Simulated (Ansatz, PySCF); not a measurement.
Spin gap between two states, R1 and P1; the higher of the two is an excited state, each structure at its B3LYP-D3(BJ)/def2-TZVP stationary point, reached from a drawn start (curvature not checked).
R1, CH2 (SMILES [CH2]) (charge 0, multiplicity 3, Z-matrix in Å and degrees):
```
C
H 1 1.0783
H 1 1.0783 2 135.02
```
P1, CH2 (SMILES [CH2]) (charge 0, multiplicity 1, Z-matrix in Å and degrees):
```
C
H 1 1.1106
H 1 1.1106 2 101.82
```

P less R. No zero-point or thermal terms; singlets are restricted closed shells; open shells are unrestricted.

Frozen-core correlation throughout.

Programs: Ansatz (a program for electronic structure) with Gaussian orbitals; PySCF for the D3/D4 terms. All values are computed, each at the level named.

### Question
One of these levels gives 11.70 kcal/mol for the spin gap. Which one is it?
(A) MP2/cc-pVDZ
(B) B3LYP/def2-TZVPP
(C) CAM-B3LYP-D3(BJ)/def2-TZVPP
(D) revPBE/def2-TZVPP

### Answer
B, B3LYP/def2-TZVPP. The others give 15.82 (revPBE/def2-TZVPP), 12.74 (CAM-B3LYP-D3(BJ)/def2-TZVPP), 17.68 (MP2/cc-pVDZ)
